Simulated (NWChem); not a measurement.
# SiH2SeOF2; SMILES F[Si](F)([SeH])O

```xyz
7

O      1.0307    -1.4998     1.0897
Si    -0.0033    -0.8361     0.0140
F     -1.5281    -1.2473     0.3149
F      0.3961    -1.4858    -1.3953
Se    -0.0143     1.4115    -0.0274
H      1.0334    -1.1428     1.9828
H      1.4413     1.4544    -0.2395
```
Atoms are numbered in this order, from 1.

Program: NWChem. Pople sets run with spherical d functions. Medium grid unless said otherwise, to which SCAN and Minnesota functionals are sensitive. All runs use the structure optimised with PBE0/def2-SVP. B3LYP is NWChem's, with the RPA form of VWN correlation. Total energies of different functionals are on different scales.

```csv
level,energy (Ha),highest occupied level (eV),orbital gap (eV),dipole (D)
B3LYP/6-31G*,-2967.0805,-7.38,7.18,2.60
PBE/6-31G*,-2966.2503,-6.40,5.53,2.50
TPSSh/6-31G*,-2966.9675,-7.03,6.62,2.54
N12/6-31G*,-2968.2255,-6.23,5.51,2.68
PBE0/6-31G*,-2966.3595,-7.68,7.70,2.64
r2SCAN0/6-31G*,-2966.8293,-7.90,8.05,2.68
B97-D/6-31G*,-2968.1001,-6.36,5.53,2.51
BP86/6-31G*,-2967.3228,?,5.53,2.49
LRC-wPBEh/6-31G*,-2966.3823,-9.53,11.30,2.62
```

Problem. Fill in the missing entries.

Solution. 
- BP86/6-31G*, highest occupied level (eV): -6.50
